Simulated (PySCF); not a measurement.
Species: pentachloroethane, C2HCl5.
InChI=1S/C2HCl5/c3-1(4)2(5,6)7/h1H

Torsions of this conformer, `[Cl:1][CH:2]([Cl:3])[C:4]([Cl:5])([Cl:6])[Cl:7]`: Cl1–C2–C4–Cl5 62°.

The closed-shell ground state was solved at several levels (PySCF, density fitting, gas phase, non-relativistic). Geometry: PBE0-D3(BJ)/def2-SVP; no solvent, vibrations or thermal averaging.

```
              level  basis functions  total energy (Eh)  HOMO (eV)  LUMO (eV)  gap (eV)  dipole (D)
BHandHLYP/def2-SVPD              183         -2376.9883     -10.13      -0.06     10.07        0.92
     PBE0/def2-SVPD              183         -2376.2078      -8.87      -1.16      7.71        0.89
      PBE0/pcSseg-1              159         -2376.8378      -8.89      -1.07      7.82        1.00
    B3LYP/def2-SVPD              183         -2377.1073      -8.58      -1.40      7.18        0.87
   PBE0/aug-cc-pVDZ              190         -2376.9982      -8.80      -1.14      7.66        0.90
       HF/def2-SVPD              183         -2373.0188     -12.17       2.10     14.27        1.00
      PBE0/def2-SVP              123         -2376.1675      -8.61      -0.36      8.25        0.98
        PBE0/6-31G*              120         -2376.8469      -8.79      -1.05      7.74        1.06
  wB97X-D/def2-SVPD              183         -2377.0071     -10.74       0.64     11.38        0.92
      PBE/def2-SVPD              183         -2376.0201      -7.46      -2.20      5.26        0.84
      LDA/def2-SVPD              183         -2368.9704      -7.57      -2.34      5.23        0.85
     PBE0/def2-TZVP              253         -2377.0480      -8.75      -0.99      7.76        0.91
CAM-B3LYP/def2-SVPD              183         -2377.0661     -10.22      -0.01     10.21        0.90
```

Q: Estimate the row for LC-wPBE/def2-SVPD, a basis of 183 functions; the other rows only guide the guess.

A: Total energy -2376.3626 Eh, HOMO -11.67 eV, LUMO 1.19 eV, gap 12.86 eV, dipole 0.93 D.

Q: Over all these levels, which gives the widest orbital gap and which the narrowest?

A: HF/def2-SVPD (Hartree–Fock, all exact exchange) has the widest, 14.27 eV, and LDA/def2-SVPD (LDA) the narrowest, 5.23 eV. The two share the basis. From the narrowest to the widest the HOMO moves by -4.60 eV and the LUMO by +4.44 eV. The HOMO need not be the same orbital at Hartree–Fock and at DFT levels.

Q: How much does the basis alone move the frontier levels among the 6 PBE0 rows?

A: The HOMO by 0.28 eV and the LUMO by 0.80 eV. By rising basis size (HOMO, LUMO in eV): 6-31G* -8.79, -1.05; def2-SVP -8.61, -0.36; pcSseg-1 -8.89, -1.07; def2-SVPD -8.87, -1.16; aug-cc-pVDZ -8.80, -1.14; def2-TZVP -8.75, -0.99.

Q: In the def2-SVPD basis, how does the gap go with the fixed share of exact exchange?

A: LDA (0 %) 5.23 eV; PBE (0 %) 5.26 eV; B3LYP (20 %) 7.18 eV; PBE0 (25 %) 7.71 eV; BHandHLYP (50 %) 10.07 eV; HF (100 %) 14.27 eV. Each rise in the share widens the gap here.

Q: How far do the dipole and the HOMO energy spread over the levels?

A: The dipole runs from 0.84 to 1.06 D (mean 0.93 D) and the HOMO from -12.17 to -7.46 eV.

The pairwise dispersion term of wB97X-D wasn't added to the energies; at a given geometry it leaves orbitals and properties as they are.
